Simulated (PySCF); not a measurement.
Computed shifts of a molecule C3H13NSi2, HF/pcSseg-1 run with PySCF, GIAO, gas phase, atoms alike by connectivity averaged where their shifts nearly agree, in ppm (number of nuclei): ¹³C: 31.8 (1), 25.2 (1), -1.9 (1). ²⁹Si: -34.7 (1), -50.9 (1). ¹⁵N: 24.3 (1). ¹H: 4.52 (2), 4.01 (3), 2.51 (1), 1.54 (3), 0.54 (3), 0.11 (1). References: ¹³C against TMS (σ = 192.6 ppm); ²⁹Si against TMS (σ = 393.8 ppm); ¹⁵N against NH3 (σ = 267.3 ppm); ¹H against TMS (σ = 31.99 ppm), references at their B3LYP-D3(BJ)/def2-TZVP geometries, non-relativistic. Coordinates come from a B3LYP-D3(BJ)/def2-SVP optimisation. The values are those of a single conformer.

**Question.** Which structure fits?
A. CN[Si](C)(C)[SiH3]
B. C[SiH2]N[C@H](C)[SiH3]
C. CNC(C)([SiH3])[SiH3]
D. C[SiH](C)[Si@@H](C)N

**Answer.** B, C[SiH2]N[C@H](C)[SiH3]
